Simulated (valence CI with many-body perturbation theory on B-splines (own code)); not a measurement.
## Energy levels of Ge⁹⁺

Method: configuration interaction combined with many-body perturbation theory (CI+MBPT): five valence electrons over a frozen Dirac-Fock core [Ar], a basis of 7 s, 7 p, 8 d, 6 f, 4 g, 1 h functions for each j, with the one-electron correlation potential Σ1, the two-electron term Σ2, the three-electron term Σ3, Breit, model QED; selected CI, second order for the rest, scaled by the run's own slope (own B-spline code, finite nucleus).

No measured spectrum was set against this ion. As an estimate, terms of the open shell hold to 2 to 4 % of their energy, and close levels can change places. Among the levels kept, up to 1300 cm⁻¹ of a level comes from second order outside the variational space, and about a tenth of that is noise between levels of different J, which matters for small intervals. Excitations out of the core, of the other parity, are not computed and may begin above about 63.8 eV (a cautious bound); beyond it only levels of the ground parity were kept, without lifetimes.

Levels 1 to 45 of 99, with energies above the lowest level, 3d5 6S_5/2. "Leading %" is the weight of the configuration and term that name the level; weights of strongly mixed levels are sums over their largest components and can fall short. Lifetimes count E1, E2, E3, M1 and M2 decay at the calculated energies, and are blank where another channel may lead or the interval is too uncertain; long ones can be off by a factor of two.

```csv
No.,Configuration,Term,J,E (cm⁻¹),Leading %,g,Second component,Lifetime
1,3d5,6S,5/2,0,99,1.998,,
2,3d5,4G,5/2,57939,97,0.581,,8.14 s
3,3d5,4G,11/2,58033,99,1.271,,
4,3d5,4G,7/2,58237,98,0.986,,678 s
5,3d5,4G,9/2,58340,99,1.171,,942 s
6,3d5,4P,5/2,63682,73,1.532,22 % 3d5 4D,18.7 ms
7,3d5,4P,3/2,64603,78,1.615,21 % 3d5 4D,27.5 ms
8,3d5,4P,1/2,65644,90,2.415,9 % 3d5 4D,18.5 s
9,3d5,4D,7/2,70494,97,1.422,,419 ms
10,3d5,4D,1/2,71847,90,0.249,9 % 3d5 4P,217 ms
11,3d5,4D,5/2,72472,76,1.414,21 % 3d5 4P,59.7 ms
12,3d5,4D,3/2,72529,78,1.305,21 % 3d5 4P,80.9 ms
13,3d5,2I,11/2,83832,95,0.930,4 % 3d5 2H,
14,3d5,2I,13/2,84466,100,1.076,,16.4 s
15,3d5,2D,5/2,89012,57,1.077,36 % 3d5 2F,19.4 ms
16,3d5,2D,3/2,91547,80,0.728,19 % 3d5 4F,48.5 ms
17,3d5,2F,7/2,94193,73,1.147,20 % 3d5 4F,51.6 ms
18,3d5,4F,9/2,95791,81,1.288,16 % 3d5 2G,72.0 ms
19,3d5,4F,5/2,96779,83,1.006,15 % 3d5 2F,73.6 ms
20,3d5,4F,7/2,97460,71,1.214,25 % 3d5 2F,30.2 ms
21,3d5,4F,3/2,98679,80,0.480,19 % 3d5 2D,45.5 ms
22,3d5,2F,5/2,101350,50,1.009,38 % 3d5 2D,18.4 ms
23,3d5,2H,9/2,101350,66,1.002,22 % 3d5 2G,44.6 ms
24,3d5,2H,11/2,104140,94,1.084,5 % 3d5 2I,
25,3d5,2G,7/2,104740,93,0.906,4 % 3d5 2F,239 ms
26,3d5,2G,9/2,107370,62,1.061,31 % 3d5 2H,80.0 ms
27,3d5,2F,5/2,111600,94,0.869,,84.8 ms
28,3d5,2F,7/2,112320,94,1.144,5 % 3d5 4F,88.0 ms
29,3d5,2S,1/2,122210,99,1.998,,25.0 ms
30,3d5,2D,3/2,136430,99,0.800,,18.7 ms
31,3d5,2D,5/2,137000,97,1.193,,14.0 ms
32,3d5,2G,9/2,151670,100,1.110,,
33,3d5,2G,7/2,151920,99,0.889,,
34,3d5,2P,3/2,183230,97,1.320,,
35,3d5,2P,1/2,183750,99,0.671,,
36,3d5,2D,5/2,199560,99,1.199,,
37,3d5,2D,3/2,200030,97,0.811,,
38,3d4.4s,6D,1/2,761540,98,3.324,,
39,3d4.4s,6D,3/2,762450,98,1.864,,
40,3d4.4s,6D,5/2,763840,98,1.656,,
41,3d4.4s,6D,7/2,765550,99,1.586,,
42,3d4.4s,6D,9/2,767510,98,1.553,,
43,3d4.4s,4D,1/2,776850,97,0.015,,
44,3d4.4s,4D,3/2,778250,98,1.201,,
45,3d4.4s,4D,5/2,780200,98,1.369,,
```

Names give the largest LS component (configuration and term), which can be under half, so a name can repeat, a term be missing and a line seem to break the LS rules; names also repeat where a configuration has a term twice.

The ionisation energy to 3d4 5D_0 of the next ion comes out as 250.94 eV (NIST: 252.1 ± 2.2 eV (theoretical)). All 99 levels together are meant to be complete up to 514680 cm⁻¹.
